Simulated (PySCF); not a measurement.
C3H4ClNSi, SMILES Cl[Si@@H]1C=CN=C1. The structure is a stationary point at PBE-D3(BJ)/def2-SVP. The structure was generated by enumeration; whether it is a known compound was not checked.

Computed equilibrium geometry at PBE-D3(BJ)/def2-SVP (PySCF confirms it by a frequency run) as Cartesian coordinates in Å:
```xyz
10

Cl    -1.7388    -0.8581     0.9647
Si    -0.4027    -0.2773    -0.5244
C      1.3687    -0.8027    -0.2454
C      2.0806     0.3498    -0.1505
N      1.4312     1.6331    -0.2432
C      0.1504     1.5547    -0.4094
H     -0.9898    -0.6689    -1.8498
H      1.8335    -1.7955    -0.1801
H      3.1723     0.4008     0.0019
H     -0.4351     2.4897    -0.4958
```
